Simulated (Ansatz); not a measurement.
`[NH2][Ti]([NH2])([Cl])[Cl]` and `[NH2][Zr]([NH2])([Cl])[Cl]` differ in one element.

Ansatz, PBE0-D4/def2-TZVP geometries, multiplicity 1. Each molecule was computed in one conformer, which needn't be the lowest.

Elements past krypton have def2 core potentials. Scalar relativity is left out up to krypton.

```csv
property,`[NH2][Ti]([NH2])([Cl])[Cl]`
zero-point energy (PBE0-D4/def2-TZVP) / kJ/mol,138.0
"ideal-gas entropy at 298 K and 1 bar (rigid rotor, harmonic PBE0-D4/def2-TZVP) / J/(mol·K)",383
HOMO–LUMO gap (ωB97M-V/def2-TZVPP) / eV,10.06
HOMO energy (ωB97M-V/def2-TZVPP) / eV,-10.19
size of the dipole moment (B3LYP/def2-TZVPP) / D,3.44
LUMO energy (PBE0/def2-TZVPP) / eV,-2.31
```

Task: Give the same properties after the change, and the shifts. (Estimate.)

Result: Computed: 
```tsv
property	`[NH2][Zr]([NH2])([Cl])[Cl]`	shift
zero-point energy (PBE0-D4/def2-TZVP) / kJ/mol	135.3	-2.7
ideal-gas entropy at 298 K and 1 bar (rigid rotor, harmonic PBE0-D4/def2-TZVP) / J/(mol·K)	399	16
HOMO–LUMO gap (ωB97M-V/def2-TZVPP) / eV	10.78	0.72
HOMO energy (ωB97M-V/def2-TZVPP) / eV	-10.13	0.06
size of the dipole moment (B3LYP/def2-TZVPP) / D	3.35	-0.09
LUMO energy (PBE0/def2-TZVPP) / eV	-1.34	0.97
```

With PBE0 the HOMO rises by 0.09 eV and the LUMO rises by 0.97 eV, so the gap widens by about 0.88 eV. PBE moves the HOMO by 0.09 eV and ωB97M-V by 0.06 eV. Dipoles are sizes alone; their direction can turn.

B3LYP here is the variant with VWN-RPA as its local correlation; programs differ in this.
